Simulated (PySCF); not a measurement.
Species: C6H7O3 (doublet state).
Atom-mapped SMILES: `[CH2:1]=[C:2]1[CH2:3][C@@H:4]2[O:5][CH:6][O:7][C@H:8]1[O:9]2` (hydrogens: H10, H11 on C1; H12, H13 on C3; H14 on C4; H15 on C6; H16 on C8)

Geometry (GFN2-xTB, Å), atoms numbered from 1 in this order:
```xyz
16
C6H7O3 angstrom
C      2.101    0.527    0.587
C      0.938   -0.023    0.302
C      0.511   -0.736   -0.952
C     -0.986   -0.972   -0.655
O     -1.759    0.130   -1.051
C     -1.492    1.275   -0.327
O     -1.035    1.166    0.970
C     -0.301   -0.017    1.186
O     -1.046   -1.125    0.742
H      2.276    1.019    1.527
H      2.918    0.505   -0.113
H      0.647   -0.132   -1.848
H      1.032   -1.686   -1.070
H     -1.422   -1.850   -1.135
H     -2.265    2.020   -0.434
H     -0.124   -0.092    2.259
```

The hyperfine couplings belong to this conformer and change with its torsions.

Computed, not measured: PySCF 2.14.0, UKS B3LYP, pcH-1 on C H O, non-relativistic, mean-field spin-orbit, GIAO. Isolated species at its GFN2-xTB geometry, gas phase. Couplings are sensitive to structure, and on GFN2-xTB geometries they can be far from those on DFT ones. The SCF solution wasn't tested for stability.

Problem. Predict the first-order ENDOR lines of H15, H14, H10, H13, H11, H12 and H16 under fast tumbling at B = 1207.6 mT (Q band).

Solution. For S = 1/2 in fast tumbling each set of equivalent nuclei gives two lines, ν± = |νn ± a/2| to first order, with νn = g_N μN B/h and μN/h = 7.62259 MHz/T.

```
nuclei  isotope     g_N  νn (MHz)  a_iso (MHz)  lower line (MHz)  upper line (MHz)
   H15       1H  5.5857     51.42         7.43             47.70             55.13
   H14       1H  5.5857     51.42         2.80             50.02             52.82
   H10       1H  5.5857     51.42         1.93             50.45             52.38
   H13       1H  5.5857     51.42        -1.24             50.80             52.03
   H11       1H  5.5857     51.42         1.06             50.89             51.95
   H12       1H  5.5857     51.42        -0.93             50.95             51.88
   H16       1H  5.5857     51.42         0.92             50.96             51.88
```

Problem. Which pairs are centred on the nuclear Larmor frequency, and which on half the coupling?

Solution. Centred on νn, since |a| < 2νn: H15, H14, H10, H13, H11, H12 and H16. No pair has |a| > 2νn.
